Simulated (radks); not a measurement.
The numbers below are computed, except where a source is named.
Problem. The table gives one normalised radial function P(r) = r R(r) of Sn2+ in [Kr] 4d9.5 5s2 4f0.5 (r in bohr). Level of theory: scalar-relativistic Kohn-Sham, PBEsol, spin-polarised, spherical densities, finite nucleus; open shells are filled with parallel spins first (spin-orbit coupling, left out, can overturn this in heavy ions); Fermi nuclear charge, rms radius 4.6519 fm (a radial shooting solver on a logarithmic mesh with Libxc functionals).

r,P
0.005613,0.0206
0.008927,0.0456
0.01431,0.0979
0.02276,0.1921
0.03649,0.3324
0.0585,0.4449
0.09304,0.3274
0.1492,-0.1932
0.2372,-0.6721
0.3803,-0.1582
0.6049,0.9819
0.9697,1.0916
1.555,0.3824
2.473,0.0427
3.964,0.0009
6.305,0.0000
10.11,0.0000
16.08,0.0000

Which n and l does it have? It may be an empty orbital.

Solution. n = 4, l = 1: the number of nodes gives n - l - 1 = 2, the rise at small r (about r^(l+1), flatter next to the nucleus through relativity) gives l, and the extent must fit the shell. The curve is that of 4p down; the table hardly tells the two spins apart. 4p down: eigenvalue -112.95 eV, 2 radial nodes at r = 0.129, 0.406 bohr, <r> = 0.882 bohr, 90 % of the charge inside 1.30 bohr.
